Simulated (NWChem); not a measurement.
Molecule: AlH3O2; SMILES [OH][AlH][OH]

```xyz
6

Al    -0.4579    -0.0102     0.0000
H     -2.0315    -0.0471     0.0000
O      0.3652    -1.4932     0.0000
H      1.3178    -1.5979     0.0000
O      0.4548     1.4257     0.0000
H      0.1067     2.3180     0.0000
```
Atoms are numbered in this order, from 1.

Results from NWChem. Geometry: optimised at PBE0/def2-SVP. B3LYP is NWChem's, with the RPA form of VWN correlation. Total energies compare along this basis series because the functional is fixed.

```tsv
level	basis functions	energy (Ha)	highest occupied level (eV)	orbital gap (eV)	dipole (D)
B3LYP/3-21G	37	-392.6038	-7.55	7.67	1.75
B3LYP/pcseg-1	61	-394.7701	-8.61	8.30	1.45
B3LYP/aug-pcseg-1	100	-394.7893	-8.82	7.98	1.29
B3LYP/pcseg-2	136	-394.9045	-8.75	8.32	[?]
B3LYP/def2-TZVPP	146	-394.8997	-8.70	8.36	1.33
B3LYP/def2-QZVP	274	-394.9184	-8.76	8.16	1.32
```

Question: Complete the blanks.

Answer: 
- B3LYP/pcseg-2, dipole (D): 1.40
